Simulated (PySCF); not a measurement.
# How methods differ on the ionisation energy of La³³⁺

La³³⁺ [Ar] 3d6 [3d3/2^4 3d5/2^2, M_J = 4] → La³⁴⁺ [Ar] 3d5 [3d3/2^4 3d5/2^1, M_J = 5/2], as a difference of total energies. Computed with PySCF 2.14 in an uncontracted even-tempered set (16 s from 5.9 bohr⁻², ratio 2.8; 12 p from 7.6 bohr⁻², ratio 2.8; 8 d from 7.6 bohr⁻², ratio 2.8; 3 f from 28 bohr⁻², ratio 3), with the two-component X2C-1e Hamiltonian. Correlated levels: [Ne] frozen; the 74 highest virtual spinors dropped. "Screened" scales the spin-orbit matrix elements by Boettger's factors to mimic the two-electron term; Breit and QED terms are absent.

```json
{"method": "GHF (spin-free)", "ionisation energy (eV)": "2157.7"}
{"method": "GMP2 (spin-free)", "ionisation energy (eV)": "2158.7"}
{"method": "GHF (screened spin-orbit)", "ionisation energy (eV)": "2162.6"}
{"method": "GMP2 (screened spin-orbit)", "ionisation energy (eV)": "2163.2"}
```

Breit and QED terms and the two-electron picture change are absent.

The spin-free rows relax to the high-spin LS determinant and lack the spin-orbit shift.

The labels give the starting determinants; with spin-orbit coupling the two ends relaxed to ⟨J²⟩ = 20.03, ⟨L²⟩ = 9.41, ⟨S²⟩ = 4.16 and ⟨J²⟩ = 8.76, ⟨L²⟩ = 1.94, ⟨S²⟩ = 5.72.

For comparison: 2162 ± 5 eV (theoretical estimate listed by NIST; NIST Atomic Spectra Database, ionization energies).
